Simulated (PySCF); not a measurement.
Start geometry of `[Br][AlH-]1[F+][AlH2-][F+]1` from a GFN2-xTB structure with every atom displaced at random (by about 0.01 Å) (Å):
```
atom  x, y, z in Å
Br1    3.106    1.060    0.284
Al2    0.893    0.950   -0.138
F3    -0.200    0.218    1.138
Al4   -1.022   -1.012    0.113
F5     0.279   -0.523   -1.041
H6     0.067    2.093   -0.695
H7    -0.716   -2.403    0.663
H8    -2.353   -0.402   -0.377
```

Q: What comes out of this run: PBE0-D3(BJ)/def2-SVP geometry optimisation, gas phase (PySCF)?

A: 
```
atom  x, y, z in Å
Br1    2.940    0.477    0.370
Al2    0.853    1.051   -0.222
F3    -0.306    0.433    1.049
Al4   -1.027   -1.029    0.163
F5     0.098   -0.339   -1.141
H6     0.426    2.445   -0.788
H7    -0.410   -2.355    0.742
H8    -2.517   -0.702   -0.226
```

The energy falls by 19.0 kJ/mol over 11 energy and gradient evaluations, the largest force component goes from 0.0150 to 1.0e-04 Eh/bohr, and the atoms move by 0.354 Å rms after alignment. The bond that changes most is F3–Al4 (ends: fluorine bonded to 2 Al; aluminium bonded to 2 F and 2 H), which lengthens by 0.056 Å. Bonds longer at the end by more than 0.005 Å: 5 of 8; shorter: 2. Among the angles that change most is Br1–Al2–F3, from 118.3° to 108.6°. Among the dihedrals that turn most is Br1–Al2–F5–Al4, from 127° to 104°. Rotational constants go from 6266, 828.4, 796.6 to 4764, 924.7, 923.8 MHz. The orientation of the end geometry is arbitrary; only internal coordinates are fixed.

The run used 111 basis functions and 63 SCF cycles in all.

No PBE0-D3(BJ)/def2-SVP frequencies stand behind this structure, so it isn't proved a minimum.
